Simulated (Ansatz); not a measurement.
Reaction (ligand exchange at the Si–N bond): `[AlH2][NH][SiH2][SiH3]` + `[CH2]1[NH][AlH]1` → `[SiH3][SiH2][N]1[CH2][AlH]1` + `[NH2][AlH2]`

Calculated with Ansatz (gas phase, PBE0-D4/def2-TZVP geometries, no zero-point term in ΔE). CCSD(T)/CBS is the MP2 limit (def2-TZVPP, def2-QZVPP) plus CCSD(T) − MP2 in def2-TZVPP, frozen cores. This one scheme is used for every species. DFT in def2-TZVPP. B3LYP here is the variant with VWN-RPA as its local correlation; programs differ in this. Each species was taken in one conformer, which may not be the lowest.

```
         level  ΔE (kJ/mol)  difference from CCSD(T)/CBS
        PBE-D4        -19.7                          0.7
       PBE0-D4        -19.6                          0.8
       ωB97M-V        -19.8                          0.6
           PBE        -17.5                          2.9
          PBE0        -17.6                          2.8
         B3LYP        -18.7                          1.7
MP2/def2-TZVPP        -23.3                         -2.9
 HF/def2-QZVPP        -20.3                          0.1
MP2/def2-QZVPP        -23.1                         -2.7
 MP2/CBS(def2)        -23.0                         -2.6
   CCSD(T)/CBS        -20.4                            0
```

Largest T1 diagnostic among the species: 0.015.

The D4 term adds −3.4 kJ/mol with B3LYP and −2.1 kJ/mol with PBE0; it sums over pairs of atoms, weighted by their polarisabilities, and B3LYP, whose exchange is more repulsive, gets the larger term.
